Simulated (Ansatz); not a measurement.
System: bromo selenohypobromite, SeBr2, net charge 0, singlet state. SMILES: Br[Se]Br
Geometry: optimised at B3LYP-D3(BJ)/def2-TZVP (Ansatz, a first-principles code).

Property: atomisation energy (electronic, to ground-state atoms), in kcal/mol. Cores are frozen in the correlated levels unless marked. UHF or UKS for open shells. Spin-orbit coupling is left out. The frozen core is the preceding noble-gas configuration, with the filled d and f shells of earlier blocks. No relativistic terms. The coupled-cluster limit lacks core correlation, which all-electron functionals hold. CBS(X,Y): correlation extrapolated as X^-3; Hartree-Fock from the larger set.

| level | program | atomisation energy (kcal/mol) |
|---|---|---|
| r2SCAN-D4/def2-TZVPD | Ansatz + dftd4 | 116.3 |
| B97M-V/def2-TZVPD | Ansatz | 111.0 |
| PBE0/def2-SVP | Ansatz | 108.6 |
| HSE06-D4/def2-TZVPD | Ansatz + dftd4 | 115.0 |
| MP2/aug-cc-pVTZ | Ansatz | 107.9 |
| MP2/cc-pVTZ | Ansatz | 105.2 |
| CCSD(T)/CBS(cc-pVTZ,cc-pVQZ) | Ansatz | 110.6 |
